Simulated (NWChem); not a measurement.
# CH3FSi, singlet; SMILES F[Si]C

Results from NWChem. Low-valent species are run as closed-shell singlets; no triplet was tried in these runs. Geometry: optimised at PBE0/def2-SVP. Level: PBE0/def2-SVP with SMD (1 M gas to 1 M solution), gas-phase geometry. Reactions with the solvent are ignored.

Q: Among these, which solvent gives the highest value of “dipole in solution (D)”?
A. 1,4-dioxane
B. diethyl ether
C. n-hexane
D. water

A: D, water. Values: n-hexane 1.76; 1,4-dioxane 1.80; diethyl ether 1.92; water 2.06
